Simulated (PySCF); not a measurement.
Species: C6H16N3P.
Structure used (PBE0-D3(BJ)/def2-SVP), in Å, numbered top down from 1:
```
atom  x, y, z in Å
C1     1.790   -0.405   -0.940
N2     1.413   -0.453    0.447
C3     2.496   -0.459    1.393
P4    -0.179   -0.202    1.038
N5    -1.101   -1.024   -0.177
C6    -1.475   -2.397    0.025
C7    -2.035   -0.179   -0.881
C8    -1.403    1.202   -0.874
N9    -0.791    1.300    0.429
C10   -0.127    2.522    0.775
H11    0.905   -0.600   -1.562
H12    2.230    0.569   -1.234
H13    2.538   -1.187   -1.167
H14    3.129    0.449    1.327
H15    2.091   -0.511    2.416
H16    3.158   -1.333    1.243
H17   -0.670   -2.929    0.553
H18   -2.409   -2.518    0.612
H19   -1.622   -2.903   -0.944
H20   -3.026   -0.147   -0.378
H21   -2.200   -0.548   -1.910
H22   -0.669    1.307   -1.702
H23   -2.161    1.994   -1.011
H24   -0.824    3.376    0.722
H25    0.248    2.464    1.809
H26    0.738    2.756    0.118
```

Computed with PySCF at PBE0/pcSseg-1, non-relativistic, on one gas-phase PBE0-D3(BJ)/def2-SVP geometry that isn't relaxed in the solvent. The solvent is an IEF-PCM continuum (cavity from Bondi-type radii × 1.2). Specific hydrogen bonds and non-electrostatic terms are outside this model.

Gas phase at PBE0/pcSseg-1: HOMO -5.78 eV, LUMO 0.98 eV, dipole 1.39 D.

Problem. What does the continuum do to the energy, the frontier levels and the dipole at PBE0/pcSseg-1 in cyclohexane and tetrahydrofuran?

Solution. 
```json
{"solvent": "cyclohexane", "ε": "2.017", "E(solvent) − E(gas) (kcal/mol)": "-1.23", "polarisation term (kcal/mol)": "-1.30", "distortion of the solute (kcal/mol)": "0.07", "HOMO (eV)": "-5.77", "LUMO (eV)": "0.98", "dipole (D)": "1.61"}
{"solvent": "tetrahydrofuran", "ε": "7.426", "E(solvent) − E(gas) (kcal/mol)": "-2.74", "polarisation term (kcal/mol)": "-3.12", "distortion of the solute (kcal/mol)": "0.38", "HOMO (eV)": "-5.80", "LUMO (eV)": "0.93", "dipole (D)": "1.93"}
```

Polarisation term: ½ Σ q·V over the induced surface charges. Distortion: the rise of the solute's own energy as its density leaves the gas-phase optimum. From cyclohexane to tetrahydrofuran the lowering changes by a factor 2.23, Onsager's factor (ε − 1)/(2ε + 1) by 2.01 and ε itself by 3.7.

Problem. Which radius a makes the point-dipole formula ΔE = −[(ε − 1)/(2ε + 1)]·μ²/a³ give the value in tetrahydrofuran, with the gas-phase dipole?

Solution. μ = 0.548 au and |ΔE| = 0.00437 Eh give a = 1.60 Å; the farthest nucleus lies 3.65 Å from the centroid of the nuclei, so such a sphere wouldn't even hold the nuclei. The formula assumes a rigid point dipole at the centre of a sphere.

Problem. Give the dipole vector in the frame of the coordinates (D, pointing from negative to positive charge), gas and tetrahydrofuran.

Solution. Gas (0.26, 0.28, -1.34), solvent (0.38, 0.42, -1.85). Its length changes by +39 % and its direction by 1°.

Problem. Which ESP-fitted charges (PBE0/pcSseg-1) respond most in cyclohexane (means over atoms taken as equivalent)?

Solution. 
```csv
atoms,environment,gas (e),solvent (e),change
P4,three-coordinate phosphorus,-0.306,-0.333,-0.027
C6/C10,N-methyl carbon,-0.521,-0.530,-0.009
H17 (×6),methyl hydrogen,+0.161,+0.165,+0.004
H20/H21/H22/H23,methylene hydrogen,+0.082,+0.086,+0.004
N2,nitrogen bonded to 2 C and P,+0.068,+0.071,+0.003
C1/C3,N-methyl carbon,-0.254,-0.258,-0.004
```

Problem. How do the nuclear quadrupole coupling constants eQVzz/h respond in cyclohexane?

Solution. 
| nucleus | Q (barn) | gas (MHz) | solvent (MHz) | η gas | η solvent |
| --- | --- | --- | --- | --- | --- |
| 14N at N2 | 0.02044 | -5.37 | -5.35 | 0.22 | 0.22 |
| 14N at N5 | 0.02044 | -5.96 | -5.94 | 0.13 | 0.12 |
| 14N at N9 | 0.02044 | -5.81 | -5.78 | 0.18 | 0.17 |
